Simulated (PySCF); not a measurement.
# Working out the ionisation energy of Cl+

Cl+ [Ne] 3s2 3p4 (3P) → Cl(2+) [Ne] 3s2 3p3 (4S). All numbers are calculated (PySCF 2.14, no relativity, point nucleus, in aug-cc-pwCVTZ (8s7p5d3f, 75 functions)). Frozen: nothing. Energies in hartree (1 hartree = 27.21139 eV):

| part | Cl+ (lower) | Cl(2+) (upper) |
| --- | --- | --- |
| UHF | -459.053709 | -458.223561 |
| MP2 opposite-spin | -0.312897 | -0.286156 |
| MP2 same-spin | -0.118884 | -0.115164 |

Problem. What does Hartree-Fock give?

Solution. (-458.223561) − (-459.053709) = 0.830148 hartree = 22.589 eV.

Problem. What do MP2 and SCS-MP2 (6/5 opposite-spin, 1/3 same-spin) give?

Solution. The opposite-spin parts differ by 0.728 eV and the same-spin parts by 0.101 eV. MP2: 22.589 + (0.728) + (0.101) = 23.418 eV. SCS-MP2: 22.589 + 1.2 × (0.728) + (0.101)/3 = 23.496 eV.

Measured between the centres of the two terms (NIST): 23.771 eV, so MP2 (all electrons) is off by -0.353 eV.

What remains against the reference includes basis incompleteness and correlation beyond second order.
